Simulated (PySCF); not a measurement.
A calculated (UHF, PySCF 2.14, x2c-SVPall, scalar relativity by spin-free X2C-1e) atom or ion has these occupied shells.

```
shell  electrons  orbital energy (eV)  rms radius, mean of both spins (bohr)
 1s α          1             -28079.1                                 0.0341
 1s β          1             -28079.1                                 0.0341
 2s α          1              -4295.2                                  0.139
 2s β          1              -4295.2                                  0.139
 2p α          3              -3851.7                                  0.124
 2p β          3              -3851.7                                  0.124
 3s α          1              -854.90                                  0.371
 3s β          1              -854.88                                  0.371
 3p α          3              -705.45                                  0.372
 3p β          3              -705.42                                  0.372
 3d α          5              -472.81                                  0.352
 3d β          5              -472.81                                  0.352
 4s α          1              -144.88                                  0.907
 4s β          1              -144.84                                  0.907
 4p α          3              -97.854                                  0.990
 4p β          3              -97.798                                  0.990
 4d α          5              -27.747                                   1.28
 4d β          5              -27.680                                   1.28
 5s α          1              -11.531                                   2.91
 5s β          1               -9.992                                   2.91
 5p α          1               -5.411                                   3.88
```

Question: Name the element and its charge.

Answer: In (indium, neutral), in [Kr] 4d10 5s2 5p1, 2P determinant.
